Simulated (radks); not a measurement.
Effect of the nuclear size on neutral chlorine, [Ne] 3s2 3p5. Method: Dirac Kohn-Sham, PBE, spin-unpolarised, spherical densities, finite nucleus; open shells fill j = l - 1/2 first; Fermi nuclear charge, rms radius 3.3654 fm; computed with a radial shooting solver on a logarithmic mesh with Libxc functionals. The rms radius is varied about that value; shifts are against it.

rms radius (fm)  total energy shift (eV)  density at nucleus (e/bohr^3)  1s1/2 shift (meV)  2s1/2 shift (meV)
2.9515                          -0.00324                           3602              -1.36             -0.100
3.2274                          -0.00113                           3596             -0.474             -0.035
3.3654                                 0                           3593              0.000              0.000
3.5572                           0.00164                           3589              0.691              0.051
4.0519                           0.00629                           3581               2.64              0.194

Slopes of the eigenvalues against <r^2> in GHz/fm^2, as finite differences over the two radii next to the reference (eigenvalue slopes, not the field-shift constants of lines): 1s1/2 126, 2s1/2 9.23.
